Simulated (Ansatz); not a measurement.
The lowest singlet and triplet of CHCl (SMILES [CH]Cl); geometries from B3LYP-D3(BJ)/def2-TZVP, each state relaxed from the structure named, with no frequency check.
Singlet at the triplet's geometry (charge 0, multiplicity 1):
```xyz
3

C     -1.09179     0.34980     0.00000
Cl     0.50045    -0.10568     0.00000
H     -1.95688    -0.30231     0.00000
```

A positive gap puts the triplet lower; no zero-point energy. R- takes a restricted singlet. U- takes an unrestricted singlet (broken symmetry where lower, unprojected). The triplet is unrestricted in single-reference levels.

Cores are frozen in the correlated methods.

Run with Ansatz (Gaussian orbitals). Each number belongs to the level named beside it.

Problem. One of these levels gives 0.91 kcal/mol for the gap E(singlet) − E(triplet), vertical, at the triplet's geometry. Which one is it?
A. R-MP2/cc-pV(T+d)Z
B. U-B3LYP/def2-TZVPP (spin-contaminated)
C. R-SCS-MP2/cc-pV(Q+d)Z
D. U-PBE/def2-TZVPP (spin-contaminated)

Solution. B, U-B3LYP/def2-TZVPP (spin-contaminated). The others give 1.77 (U-PBE/def2-TZVPP (spin-contaminated)), 8.79 (R-MP2/cc-pV(T+d)Z), 2.92 (R-SCS-MP2/cc-pV(Q+d)Z)

Doubts at one or more of the structures used: a restricted determinant that unrestricted orbitals would lower (R-MP2/cc-pV(T+d)Z, R-SCS-MP2/cc-pV(Q+d)Z).

Ansatz is an electronic-structure program.
